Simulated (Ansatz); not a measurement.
Computed with Ansatz.

A structure relaxed at PBE0-D4/def2-TZVP, charge 0, multiplicity 1:

```csv
atom,x (Å),y (Å),z (Å)
C1,-1.349,-0.151,-0.274
C2,-0.485,-0.768,0.563
Ge3,1.341,0.001,0.417
Al4,-0.181,1.145,-1.125
H5,-2.395,-0.454,-0.314
H6,-0.789,-1.583,1.224
H7,1.833,0.593,1.755
H8,2.387,-1.051,-0.010
H9,-0.360,2.267,-2.236
```

Problem. Give its formula and SMILES.

Solution. C2H5AlGe, `[CH]1=[CH][GeH2][AlH]1`.

Problem. Point group (tolerance 0.08 Å, 0.16 Å for H)?

Solution. Cs.

Problem. Summarise the bond lengths by kind.

Solution. 1 × C–C 1.352 Å; 1 × Al–C 1.941 Å; 2 × C–H 1.089 to 1.092 Å; 1 × C–Ge 1.986 Å; 1 × Al–Ge 2.450 Å; 2 × Ge–H 1.544 Å; 1 × Al–H 1.589 Å.
